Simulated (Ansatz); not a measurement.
`C[SiH2][SiH](F)F` → `F[SiH2]F` + `C[SiH]` at 700 K and 1 bar (silylene formation by 1,1-elimination).

Gas-phase electronic energies from Ansatz, PBE0-D4/def2-TZVP geometries. CBS: MP2 limit from def2 TZ/QZ plus the TZ coupled-cluster correction, frozen cores. This one scheme is used for every species. One conformer a species, not always the lowest.

| species | CCSD(T)/CBS energy (Eh) | H − E (kJ/mol) | S (J/(mol·K)) |
| --- | --- | --- | --- |
| `C[SiH2][SiH](F)F` | -819.54558 | 267.3 | 502.0 |
| `F[SiH2]F` | -489.99391 | 100.9 | 321.6 |
| `C[SiH]` | -329.46712 | 152.0 | 322.2 |

H − E and S are ideal-gas, rigid-rotor, harmonic terms from PBE0-D4/def2-TZVP, for one conformer and one mirror image of each species. 1 Eh = 2625.50 kJ/mol, R = 8.31446 J/(mol·K).

Problem. By hand: ΔE, ΔH, ΔS and ΔG.

Solution. ΔE = (-489.99391) + (-329.46712) − (-819.54558) = 0.08455 Eh = 222.0 kJ/mol. Δ(H − E) = 100.9 + 152.0 − 267.3 = -14.4, so ΔH = 207.6 kJ/mol. ΔS = 321.6 + 322.2 − 502.0 = 141.8 J/(mol·K). ΔG = 207.6 − 700 × (141.8)/1000 = 108.3 kJ/mol.

Problem. By hand: the equilibrium constant, and the temperature at which ΔG would vanish if ΔH and ΔS stayed fixed.

Solution. log₁₀ K = −ΔG/(RT ln 10) = -8.1. ΔG = 0 at ΔH/ΔS = 1464 K.

The number of gas molecules changes by +1, which sets the sign of ΔS. A doubt of 5 kJ/mol in ΔE shifts log₁₀ K by 0.4 here. Other conformers and mirror images would add mixing entropy, several J/(mol·K) or more a flexible species. Modes under 60 cm⁻¹, often nearly free rotors, make the harmonic entropy too high. These are equilibria of isolated gas molecules and say nothing of rates. Largest T1 diagnostic: 0.012 (customary marks: 0.02 for closed shells, 0.045 for open ones).
